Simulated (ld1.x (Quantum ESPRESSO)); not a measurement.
## Cutoff test, nitrogen, RRKJ

```
Element                 : nitrogen
Generator               : ld1.x (Quantum ESPRESSO) 7.5
Type                    : norm-conserving RRKJ (Kleinman–Bylander form)
Functional              : Wu–Cohen
Relativity              : scalar-relativistic
Frozen core             : [He]
Valence charge          : 5
Reference configuration : 2s2 2p3
Partial waves           : 2s (bound): rc 0.70 bohr; 2p (bound): rc 1.80 bohr; 3d channel at 0.05 Ry: rc 1.70 bohr
Local potential         : the d channel
Core correction         : none
```

The pseudo-atom Hamiltonian at the reference potential is diagonalised in spherical Bessel functions j_l(qr) that vanish at 20 bohr, with q² up to the cutoff. All-electron valence levels (Ry): 2s -1.3577, 2p -0.5185.

**Question.** How do the lowest levels (Ry) of each channel move with the cutoff, and are there ghosts?

**Answer.**

```csv
cutoff (Ry),s #1,s #2,p #1,p #2,d #1,d #2,f #1,f #2,Σ f·Δε (mRy)
8,-1.2267,-0.0072,-0.1386,0.0465,0.0770,0.1812,0.1195,0.2584,1402.2
15,-1.2372,-0.0074,-0.3442,0.0396,0.0770,0.1812,0.1195,0.2584,764.1
30,-1.3056,-0.0092,-0.5098,0.0369,0.0770,0.1812,0.1195,0.2584,130.6
45,-1.3314,-0.0099,-0.5185,0.0367,0.0770,0.1812,0.1195,0.2584,53.0
70,-1.3341,-0.0099,-0.5185,0.0367,0.0770,0.1812,0.1195,0.2584,47.4
100,-1.3425,-0.0102,-0.5185,0.0367,0.0770,0.1812,0.1195,0.2584,30.5
160,-1.3564,-0.0106,-0.5185,0.0367,0.0770,0.1812,0.1195,0.2584,2.6
230,-1.3577,-0.0106,-0.5185,0.0367,0.0770,0.1812,0.1195,0.2584,0.2
400,-1.3578,-0.0106,-0.5185,0.0367,0.0770,0.1812,0.1195,0.2584,0.0
```

Result: no extra level below or beside the all-electron valence levels (s, p, d, f tested); 10 mRy is reached at 140 Ry and 1 mRy at 180 Ry.

Its largest configuration-test error is +1381 meV.
